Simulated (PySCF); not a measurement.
# How methods differ on the ionisation energy of Gd+

Gd+ [Xe] 4f7 5d1 6s1 (10D) → Gd(2+) [Xe] 4f7 5d1 (9D), as a difference of total energies. Computed with PySCF 2.14 in cc-pVDZ-X2C (8s7p5d3f1g, 84 functions), with scalar relativity by spin-free X2C-1e. Correlated levels: valence: [Kr] 4d10 frozen. The calculations carry no spin-orbit coupling.

Order these methods by the ionisation energy they give, lowest first.
A. SCS-MP2 (valence)
B. MP2 (valence)
C. UHF
D. CCSD (valence)

C (11.299 eV), A (11.767 eV), D (11.866 eV), B (11.965 eV).

A first-order spin-orbit estimate (lowest level to lowest level, LS coupling) adds -0.025 eV.

Errors of the correlated levels include the incompleteness of this basis and the frozen core.

For comparison: 12.076 ± 0.02 eV (semi-empirical (NIST evaluation); NIST Atomic Spectra Database, ionization energies).
